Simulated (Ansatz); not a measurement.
Calculated with Ansatz (gas phase, PBE0-D4/def2-TZVP geometries, no zero-point term in ΔE). CCSD(T)/CBS is the MP2 limit (def2-TZVPP, def2-QZVPP) plus CCSD(T) − MP2 in def2-TZVPP, frozen cores. This one scheme is used for every species, atoms too. For atomizations the MP2-based limit and the directly extrapolated one differ by several kJ/mol either way, and by 10 to 25 for some Ge, Se and Sn compounds, so smaller differences from it don't rank the levels. Open shells (•) are unrestricted, without spin–orbit coupling. Spin–orbit coupling would lower the free atoms: a little for C, S; clearly for Ge. Bonds to Ge are less sure, by a few kJ/mol each and by 10 to 20 or more in all where they break to atoms, as the def2 sets lack core-valence functions. Scalar relativity is left out up to krypton. Each species was taken in one conformer, which may not be the lowest.

Consider the atomization: `CS[CH2][GeH3]` → 2 C• + Ge• + 8 H• + S•.

| species | MP2/def2-TZVPP energy (Eh) |
| --- | --- |
| `CS[CH2][GeH3]` | -2554.11900 |
| C• | -37.75859 |
| Ge• | -2075.50314 |
| H• | -0.49981 |
| S• | -397.61853 |

Q: Work out ΔE.

A: ΔE = 8 × (-0.49981) + 2 × (-37.75859) + (-2075.50314) + (-397.61853) − (-2554.11900) = 1.48167 Eh = +929.8 kcal/mol. CCSD(T)/CBS gives +949.3 kcal/mol.

Largest T1 diagnostic among the species: 0.011.

Leaving LDA and LC-ωPBE aside and taking each functional with its dispersion term where it has one, the values, not all of them listed here, spread over 29.1 kcal/mol, from BHLYP-D4 to PBE-D4. LDA lies +124.0 kcal/mol from PBE without D4, its usual overbinding. From BLYP to BHLYP (50 % exact exchange), in def2-TZVPP and without D4, ΔE moves by −5.2 kcal/mol: exact exchange takes away binding that semilocal exchange gives to molecules.
